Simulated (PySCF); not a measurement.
Isomers of C8H18O.

All values: PBE0/pcSseg-1 (PySCF) at GFN2-xTB geometries, gas phase, one conformer each.

Question: Rank by the lowest IAO charge on any atom, lowest value first.
A. `[CH3:1][CH2:2][CH2:3][CH2:4][CH2:5][CH2:6][CH2:7][CH2:8][OH:9]` with C1–C2–C3–C4 180°, C2–C3–C4–C5 180°, C3–C4–C5–C6 178°, C4–C5–C6–C7 180°, C5–C6–C7–C8 -178°
B. `[CH3:1][CH2:2][CH:3]([CH2:4][CH3:5])[O:6][CH:7]([CH3:8])[CH3:9]` with C1–C2–C3–C4 60°, C2–C3–C4–C5 168°, C2–C3–O6–C7 -85°, C3–O6–C7–C8 -85°
C. `[CH3:1][CH2:2][CH2:3][CH2:4][O:5][CH2:6][CH2:7][CH2:8][CH3:9]` with C1–C2–C3–C4 -178°, C2–C3–C4–O5 66°, C3–C4–O5–C6 -179°, C4–O5–C6–C7 -179°, O5–C6–C7–C8 66° (n-Bu2O)

Answer: A (-0.550 e), B (-0.433 e), C (-0.416 e).

All values together:

| SMILES | μ (D) | HOMO (eV) | LUMO (eV) | lowest IAO charge (e) | highest IAO charge (e) | lowest Hirshfeld charge (e) | highest Hirshfeld charge (e) |
| --- | --- | --- | --- | --- | --- | --- | --- |
| CC(C)(C)OC(C)(C)C | 1.13 | -7.10 | 1.28 | -0.433 (C) | +0.241 (C) | -0.130 (C) | +0.099 (C) |
| CCCCCCCCO | 1.57 | -7.60 | 1.33 | -0.550 (O) | +0.342 (H) | -0.229 (O) | +0.162 (H) |
| CCC[C@@H](C)OC(C)C | 1.19 | -7.11 | 1.45 | -0.433 (C) | +0.147 (H) | -0.129 (C) | +0.052 (C) |
| CCC[C@](C)(CC)OC | 1.10 | -7.17 | 1.36 | -0.437 (C) | +0.231 (C) | -0.128 (C) | +0.094 (C) |
| CC[C@@H](C)O[C@@H](C)CC | 1.16 | -7.06 | 1.46 | -0.432 (C) | +0.149 (H) | -0.129 (C) | +0.051 (C) |
| CC(C)CC(C)(C)CO | 1.69 | -7.57 | 1.17 | -0.547 (O) | +0.343 (H) | -0.222 (O) | +0.156 (H) |
| CCCCOCCCC | 1.06 | -7.26 | 1.60 | -0.416 (C) | +0.142 (H) | -0.122 (O) | +0.040 (H) |
| CCC(CC)OC(C)C | 1.14 | -7.12 | 1.38 | -0.433 (C) | +0.146 (H) | -0.128 (C) | +0.052 (C) |

Conformers: `[CH3:1][CH2:2][CH2:3][CH2:4][CH2:5][CH2:6][CH2:7][CH2:8][OH:9]` with C1–C2–C3–C4 180°, C2–C3–C4–C5 180°, C3–C4–C5–C6 178°, C4–C5–C6–C7 180°, C5–C6–C7–C8 -178°; `[CH3:1][CH2:2][CH2:3][C@@H:4]([CH3:5])[O:6][CH:7]([CH3:8])[CH3:9]` with C1–C2–C3–C4 180°, C2–C3–C4–C5 174°, C3–C4–O6–C7 152°, C4–O6–C7–C8 -85°; `[CH3:1][CH2:2][CH2:3][C@:4]([CH3:5])([CH2:6][CH3:7])[O:8][CH3:9]` with C1–C2–C3–C4 170°, C2–C3–C4–C5 -176°, C3–C4–C6–C7 173°, C3–C4–O8–C9 -68°; `[CH3:1][CH2:2][C@@H:3]([CH3:4])[O:5][C@@H:6]([CH3:7])[CH2:8][CH3:9]` with C1–C2–C3–C4 172°, C2–C3–O5–C6 152°, C3–O5–C6–C7 151°, O5–C6–C8–C9 172°; `[CH3:1][CH:2]([CH3:3])[CH2:4][C:5]([CH3:6])([CH3:7])[CH2:8][OH:9]` with C1–C2–C4–C5 133°, C2–C4–C5–C6 179°, C4–C5–C8–O9 176°, C5–C8–O9–H 61°; `[CH3:1][CH2:2][CH2:3][CH2:4][O:5][CH2:6][CH2:7][CH2:8][CH3:9]` with C1–C2–C3–C4 -178°, C2–C3–C4–O5 66°, C3–C4–O5–C6 -179°, C4–O5–C6–C7 -179°, O5–C6–C7–C8 66°; `[CH3:1][CH2:2][CH:3]([CH2:4][CH3:5])[O:6][CH:7]([CH3:8])[CH3:9]` with C1–C2–C3–C4 60°, C2–C3–C4–C5 168°, C2–C3–O6–C7 -85°, C3–O6–C7–C8 -85°.
